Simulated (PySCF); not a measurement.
Molecule: SMILES C=CC1CCCCC1, C8H14.

Atom-mapped SMILES (the numbers label the heavy atoms): `[CH2:1]=[CH:2][CH:3]1[CH2:4][CH2:5][CH2:6][CH2:7][CH2:8]1`. Hydrogens are named by the atom that carries them. Ha(C4), Ha(C5), Ha(C6), Ha(C7), Ha(C8) are cis to C2 on the ring; Ha(C1) is cis to C3; Hb(C4), Hb(C5), Hb(C6), Hb(C7), Hb(C8) are trans to C2 on the ring; Hb(C1) is trans to C3.

Geometry PBE0-D3(BJ)/def2-SVP throughout; GIAO in PySCF 2.14.0 with density-fitted response routines, gas phase, one conformer, non-relativistic; equivalent atoms averaged; functional PBE0.

Problem. How do the shifts δ (against TMS at the same level) depend on the basis set? (a selection of nuclei; ppm; last column core-seconds on shared hosts with different chips, so compare them loosely)

Solution. 
```csv
basis set,functions,C1,C3,C5/C7,H(C2),Hb(C1),Ha(C1),H(C3),Hb(C4)/Hb(C8),Ha(C4)/Ha(C8),core-s
STO-3G,54,104.4,37.7,26.4,5.18,5.14,4.98,1.46,0.84,0.63,6.8
pcSseg-0,100,127.9,45.7,26.7,5.69,5.25,5.59,1.56,1.45,0.96,9.7
6-31G,100,113.1,44.9,26.5,6.18,5.26,5.51,2.10,1.70,1.34,13
6-31G*,140,110.2,43.3,25.8,5.83,4.90,5.11,2.06,1.63,1.21,20
cc-pVDZ,182,113.9,47.5,28.3,5.75,4.97,5.21,1.69,1.50,0.96,24
def2-SVP,182,113.1,44.1,25.7,5.65,4.86,5.12,1.60,1.41,0.87,20
pcSseg-1,206,120.1,47.1,28.1,5.80,5.13,5.31,1.59,1.50,0.94,43
"6-311+G(2d,p)",300,116.5,47.7,28.1,5.89,5.06,5.24,1.83,1.58,0.99,62
aug-cc-pVDZ,310,112.4,48.4,28.2,6.00,5.17,5.32,1.90,1.67,1.06,55
```

Problem. Which nucleus among those listed moves most, in ppm?

Solution. C1 (terminal =CH2 carbon): from 104.4 ppm with STO-3G to 127.9 ppm with pcSseg-0. The smallest spread is 0.40 ppm, at Hb(C1). Proton shifts span only some 12 ppm, so a few tenths of a ppm matter as much there as several ppm in carbon.

Problem. Taking the largest basis, aug-cc-pVDZ (310 functions), as the yardstick, rank the others by their worst heavy-atom deviation.

Solution. cc-pVDZ 1.4 ppm (182 functions), 6-31G 3.5 ppm (100 functions), 6-311+G(2d,p) 4.1 ppm (300 functions), def2-SVP 4.3 ppm (182 functions), 6-31G* 5.2 ppm (140 functions), pcSseg-1 7.7 ppm (206 functions), STO-3G 10.8 ppm (54 functions), pcSseg-0 15.5 ppm (100 functions).

A small basis that lands close on one nucleus may do so by chance; judge by the trend and by all nuclei.
